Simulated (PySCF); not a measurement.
## Ti³⁺ (titanium, charge +3) across methods

[Ar] 3d1, 2D determinant. Calculation: PySCF 2.14, in x2c-TZVPPall with one added diffuse shell each of s, p, d, f type (7s6p5d3f1g, 80 functions); the spin-free X2C one-electron Hamiltonian (Gaussian nucleus).

```tsv
method	E (hartree)	mean ε 3p α (eV)	mean ε 3p β (eV)	mean ε 3d α (eV)	Σ⟨r²⟩ (bohr²)	⟨S²⟩
TPSS	-851.958	-71.610	-70.570	-35.679	12.93	0.751
r2SCAN	-851.890	-72.339	-71.134	-35.841	12.92	0.751
LDA	-849.798	-71.368	-70.380	-35.371	12.97	0.750
PBE	-851.688	-71.332	-70.330	-35.482	12.96	0.750
PBE0	-851.737	-74.379	-73.058	-37.665	12.93	0.751
wB97X	-851.958	-76.733	-75.532	-39.965	12.87	0.750
B97-3	-851.839	-74.496	-73.202	-37.704	12.90	0.751
MN15	-852.286	-75.125	-74.207	-38.066	12.87	0.750
UHF	-851.08228	-82.276	-79.835	-43.369	12.94	0.752
```
